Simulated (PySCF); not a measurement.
Frontier orbitals and the lowest excitations

C4H8N2SSi.
Geometry (PBE0-D3(BJ)/def2-SVP, Å), atoms numbered from 1 in this order:
```
atom  x, y, z in Å
C1    -2.4151    0.1317    0.6122
S2    -1.0481    1.0371    1.3530
C3     0.2954    0.2072    0.5992
C4     0.3877   -0.8518   -0.2781
N5     1.7033   -1.1115   -0.5604
C6     2.3921   -0.2438    0.1215
N7     1.5948    0.6071    0.8620
Si8    2.1447    1.9328    1.9167
H9    -2.4093    0.2385   -0.4822
H10   -2.3765   -0.9319    0.8886
H11   -3.3338    0.5770    1.0156
H12   -0.4202   -1.4340   -0.7164
H13    3.4796   -0.1596    0.1367
H14    1.6815    1.6892    3.3097
H15    3.6291    1.8963    1.8280
H16    1.6074    3.2277    1.4176
```

Method used: TDDFT CAM-B3LYP/def2-SVPD, vertical, gas phase, core orbitals frozen in the response (PySCF 2.14.0, density-fitted response routines).

Kohn–Sham orbitals with the atoms that hold most of them (Löwdin shares over 4%, at most four atoms; ? is withheld):

| orbital | ε (eV) | atoms |
| --- | --- | --- |
| LUMO+2 | 1.19 | Si8 34%, S2 22%, H15 13%, H14 8% |
| LUMO+1 | 0.97 | Si8 30%, S2 19%, C6 7%, H16 7% |
| LUMO | ? | ? |
| HOMO | -7.16 | ? |
| HOMO-1 | -9.22 | N5 64%, C4 10%, C6 9%, S2 4% |
| HOMO-2 | -9.28 | N7 30%, S2 15%, C4 15%, N5 12% |
| HOMO-3 | -9.94 | S2 23%, N5 22%, C3 17%, C6 11% |

**Question.** Which atoms hold the LUMO, and with what shares?

**Answer.** S2 (bonded to 2 C) 29%; Si8 (bonded to N and 3 H) 23%; C1 (bonded to S and 3 H) 9%; H14 (bonded to Si) 7%.

**Question.** Which atoms hold the HOMO, and with what shares?

**Answer.** S2 (bonded to 2 C) 33%; C3 (bonded to C, N and S) 17%; C4 (bonded to C, N and H) 17%; C6 (bonded to 2 N and H) 14%. By element: carbon 47% or more, sulfur 33%.

**Question.** What is the LUMO energy, and the HOMO–LUMO gap?

**Answer.** ε(LUMO) = 0.69 eV; the gap is 7.85 eV (0.2886 hartree).

**Question.** How does S1 compare with the orbital gap of 7.85 eV?

**Answer.** S1 is at 4.74 eV (f = 0.0001), 3.11 eV below the gap, made of HOMO→LUMO (79%). 

**Question.** One configuration dominates each of S1 and S2. Which, and how do the shares of the two leading atoms of either orbital change from the occupied to the empty one?

**Answer.** 
- S1 (4.74 eV, f 0.0001), HOMO→LUMO (79%): S2 33% → 29%, C3 17% → at most 7%, Si8 at most 14% → 23%
- S2 (5.46 eV, f 0.0061), HOMO→LUMO+1 (92%): S2 33% → 19%, C3 17% → at most 7%, Si8 at most 14% → 30%

Time: 3.5 min of wall time; peak memory 1.3 GiB. Hardware: an Arm Neoverse N1 with one thread, no GPU, shared host with 64 logical CPUs at a one-minute load of 60.

One conformer stands for the species.
